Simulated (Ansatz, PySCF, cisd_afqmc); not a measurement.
Species: BNH4, charge 0, singlet. BNH4 (SMILES BN).
B3LYP-D3(BJ)/def2-TZVP minimum from Ansatz (an electronic-structure program):
```xyz
6

B     -0.7766     0.0323    -0.0041
N      0.6098    -0.0254     0.0032
H     -1.3984    -0.9854    -0.0254
H     -1.3119     1.0982     0.0110
H      1.1972     0.7922     0.0209
H      1.1274    -0.8889    -0.0085
```
Charge 0, spin multiplicity 1.

Atomisation energy term by term, kcal/mol (programs: Ansatz, cisd_afqmc). Radicals and triplets start from unrestricted determinants; spin-orbit coupling is neglected. Cores are frozen in correlated methods. Rows without X2C or -DK are non-relativistic. AFQMC/CISD: phaseless, guided by CISD from CCSD amplitudes; bars are statistical, one sigma. Outlying blocks are dropped, and bars are widened where a walk drifts. Over all cases where full CI ran beside it in this data, AFQMC minus full CI had a median of +0.1 mEh and passed +0.4 mEh in a tenth of the cases. CBS(X,Y): correlation extrapolated as X^-3, Hartree-Fock from the larger set (Q,5: extrapolated as (X+1)exp(-9√X)). A bracket is a step between two methods taken in the basis named. '+ core + X2C': CCSD(T) terms for core correlation (cc-pwCVTZ) and scalar relativity (cc-pVTZ-DK). For partners of very few electrons the exact lower level stands in for a higher one.

```json
[
 {"term": "Hartree-Fock", "basis": "CBS(cc-pVQZ,cc-pV5Z)", "kcal/mol": "374.56"},
 {"term": "CCSD correlation", "basis": "CBS(cc-pVQZ,cc-pV5Z)", "kcal/mol": "118.90"},
 {"term": "(T)", "basis": "CBS(cc-pVQZ,cc-pV5Z)", "kcal/mol": "5.99"},
 {"term": "CCSDT(Q) - CCSD(T)", "basis": "cc-pVTZ", "kcal/mol": "0.12"},
 {"term": "CCSDTQ - CCSDT(Q)", "basis": "cc-pVDZ", "kcal/mol": "-0.04"},
 {"term": "core correlation", "basis": "cc-pwCVTZ", "kcal/mol": "2.06"},
 {"term": "scalar relativity", "basis": "X2C, cc-pVTZ-DK", "kcal/mol": "-0.36"},
 {"term": "minus zero-point energy", "basis": "Hessian by PySCF at B3LYP-D3(BJ)/def2-TZVP", "kcal/mol": "-30.09"},
 {"term": "sum: D0", "basis": "", "kcal/mol": "471.2"}
]
```

The step beyond CCSD(T) by other levels: CCSDTQ in cc-pVDZ 0.32; AFQMC/CISD in cc-pVDZ 0.49 ± 0.18; CCSDT(Q) in cc-pVDZ 0.36 kcal/mol.
